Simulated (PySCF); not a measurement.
Vertical excitations of a molecule C₂H₁₂OSi₃ from TDA-PBE/def2-SVPD in PySCF, as energy in eV (oscillator strength): 5.23 (0.022), 5.66 (0.007), 5.88 (0.015), 5.98 (0.004), 6.07 (0.042), 6.15 (0.009). Lowest triplet (TDA): 4.79 eV. Geometry: r2SCAN-D4/def2-SVP. Other conformers were not sampled.

Identify the compound among the candidates.
A. CCO[SiH2][SiH2][SiH3]
B. O[C@@H]([SiH3])[SiH2]C[SiH3]
C. C[Si@@H](O)[SiH2]C[SiH3]
D. C[C@H]([SiH2]O)[SiH2][SiH3]

A, CCO[SiH2][SiH2][SiH3]
